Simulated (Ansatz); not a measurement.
Reaction (formal exchange of groups at a B–O bond): `OB(Cl)Cl` + `[OH][InH][OH]` → `[OH][InH][B](Cl)Cl` + `OO`

Calculated with Ansatz (gas phase, PBE0-D4/def2-TZVP geometries, no zero-point term in ΔE). CCSD(T)/CBS adds triple-zeta CCSD(T) − MP2 to the extrapolated MP2 energy (def2 sets, frozen cores). This one scheme is used for every species. Functionals use def2-TZVPP. B3LYP here is the variant with VWN-RPA as its local correlation; programs differ in this. HSE06 is defined as in plane-wave codes. def2 core potentials past Kr. For In outer-core shells are correlated without core-valence functions, which leaves a few kJ/mol of doubt a bond. Each species was taken in one conformer, which may not be the lowest.

`OB(Cl)Cl`:

Z-matrix (Å, degrees):
```
B
O 1 1.341
Cl 1 1.762 2 121.4
Cl 1 1.745 2 118.8 3 180.0
H 2 0.962 1 113.4 3 0.0
```

`[OH][InH][OH]`:

Cartesian coordinates in Å:
```
O -0.299 0.835 -1.253
In 0.534 -0.178 0.237
O -0.944 -0.849 1.358
H 0.325 1.215 -1.875
H 2.180 -0.441 0.530
H -1.795 -0.581 1.002
```

`[OH][InH][B](Cl)Cl`:

Z-matrix (Å, degrees):
```
In
B 1 2.260
O 1 1.995 2 115.5
H 1 1.709 2 134.8 3 -179.9
Cl 2 1.747 1 121.1 3 91.1
Cl 2 1.746 1 121.1 3 -88.1
H 3 0.959 1 113.8 2 0.2
```

`OO`:

Z-matrix (Å, degrees):
```
O
O 1 1.426
H 1 0.965 2 101.1
H 2 0.965 1 101.1 3 113.4
```

```json
{"level": "LDA (SPW92)", "ΔE (kcal/mol)": "118.5", "difference from CCSD(T)/CBS": "-4.2"}
{"level": "PBE-D4", "ΔE (kcal/mol)": "113.9", "difference from CCSD(T)/CBS": "-8.8"}
{"level": "revPBE-D4", "ΔE (kcal/mol)": "113.0", "difference from CCSD(T)/CBS": "-9.7"}
{"level": "BLYP-D4", "ΔE (kcal/mol)": "115.5", "difference from CCSD(T)/CBS": "-7.2"}
{"level": "r2SCAN-D4", "ΔE (kcal/mol)": "121.0", "difference from CCSD(T)/CBS": "-1.7"}
{"level": "B3LYP-D4", "ΔE (kcal/mol)": "119.1", "difference from CCSD(T)/CBS": "-3.6"}
{"level": "r2SCANh-D4", "ΔE (kcal/mol)": "121.9", "difference from CCSD(T)/CBS": "-0.8"}
{"level": "r2SCAN0-D4", "ΔE (kcal/mol)": "123.3", "difference from CCSD(T)/CBS": "0.6"}
{"level": "HSE06-D4", "ΔE (kcal/mol)": "117.9", "difference from CCSD(T)/CBS": "-4.8"}
{"level": "BHLYP-D4", "ΔE (kcal/mol)": "123.9", "difference from CCSD(T)/CBS": "1.2"}
{"level": "CAM-B3LYP-D4", "ΔE (kcal/mol)": "122.4", "difference from CCSD(T)/CBS": "-0.3"}
{"level": "ωB97X-V", "ΔE (kcal/mol)": "119.9", "difference from CCSD(T)/CBS": "-2.8"}
{"level": "ωB97M-V", "ΔE (kcal/mol)": "120.9", "difference from CCSD(T)/CBS": "-1.8"}
{"level": "B2PLYP", "ΔE (kcal/mol)": "122.8", "difference from CCSD(T)/CBS": "0.1"}
{"level": "PBE-QIDH", "ΔE (kcal/mol)": "124.0", "difference from CCSD(T)/CBS": "1.3"}
{"level": "PBE", "ΔE (kcal/mol)": "114.3", "difference from CCSD(T)/CBS": "-8.4"}
{"level": "revPBE", "ΔE (kcal/mol)": "112.6", "difference from CCSD(T)/CBS": "-10.1"}
{"level": "BLYP", "ΔE (kcal/mol)": "116.0", "difference from CCSD(T)/CBS": "-6.7"}
{"level": "r2SCAN", "ΔE (kcal/mol)": "121.1", "difference from CCSD(T)/CBS": "-1.6"}
{"level": "PBE0", "ΔE (kcal/mol)": "118.4", "difference from CCSD(T)/CBS": "-4.3"}
{"level": "B3LYP", "ΔE (kcal/mol)": "119.8", "difference from CCSD(T)/CBS": "-2.9"}
{"level": "r2SCANh", "ΔE (kcal/mol)": "122.1", "difference from CCSD(T)/CBS": "-0.6"}
{"level": "r2SCAN0", "ΔE (kcal/mol)": "123.5", "difference from CCSD(T)/CBS": "0.8"}
{"level": "HSE06", "ΔE (kcal/mol)": "118.4", "difference from CCSD(T)/CBS": "-4.3"}
{"level": "BHLYP", "ΔE (kcal/mol)": "125.1", "difference from CCSD(T)/CBS": "2.4"}
{"level": "CAM-B3LYP", "ΔE (kcal/mol)": "122.9", "difference from CCSD(T)/CBS": "0.2"}
{"level": "RPA@PBE/def2-TZVPP", "ΔE (kcal/mol)": "114.3", "difference from CCSD(T)/CBS": "-8.4"}
{"level": "HF/def2-SVP", "ΔE (kcal/mol)": "128.8", "difference from CCSD(T)/CBS": "6.1"}
{"level": "MP2/def2-SVP", "ΔE (kcal/mol)": "129.0", "difference from CCSD(T)/CBS": "6.3"}
{"level": "CCSD(T)/def2-SVP", "ΔE (kcal/mol)": "121.5", "difference from CCSD(T)/CBS": "-1.2"}
{"level": "HF/def2-TZVPP", "ΔE (kcal/mol)": "129.4", "difference from CCSD(T)/CBS": "6.7"}
{"level": "SCS-MP2/def2-TZVPP", "ΔE (kcal/mol)": "124.3", "difference from CCSD(T)/CBS": "1.6"}
{"level": "CCSD/def2-TZVPP", "ΔE (kcal/mol)": "122.2", "difference from CCSD(T)/CBS": "-0.5"}
{"level": "CCSD(T)/def2-TZVPP", "ΔE (kcal/mol)": "120.9", "difference from CCSD(T)/CBS": "-1.8"}
{"level": "HF/def2-QZVPP", "ΔE (kcal/mol)": "130.2", "difference from CCSD(T)/CBS": "7.5"}
{"level": "MP2/def2-QZVPP", "ΔE (kcal/mol)": "127.8", "difference from CCSD(T)/CBS": "5.1"}
{"level": "SCS-MP2/def2-QZVPP", "ΔE (kcal/mol)": "125.7", "difference from CCSD(T)/CBS": "3.0"}
{"level": "HF/CBS(def2)", "ΔE (kcal/mol)": "130.3", "difference from CCSD(T)/CBS": "7.6"}
{"level": "MP2/CBS(def2)", "ΔE (kcal/mol)": "128.3", "difference from CCSD(T)/CBS": "5.6"}
{"level": "CCSD/CBS(def2)", "ΔE (kcal/mol)": "124.0", "difference from CCSD(T)/CBS": "1.3"}
{"level": "CCSD(T)/CBS", "ΔE (kcal/mol)": "122.7", "difference from CCSD(T)/CBS": "0"}
```

Largest T1 diagnostic among the species: 0.017.

From BLYP to BHLYP (50 % exact exchange), in def2-TZVPP and without D4, ΔE moves by +9.1 kcal/mol. Leaving LDA and LC-ωPBE aside and taking each functional with its dispersion term where it has one, the values spread over 11.0 kcal/mol, from revPBE-D4 to PBE-QIDH. LDA lies +4.2 kcal/mol from PBE without D4. At CCSD(T), def2-SVP lies −1.2 kcal/mol from the extrapolated value and def2-TZVPP −1.8 kcal/mol.
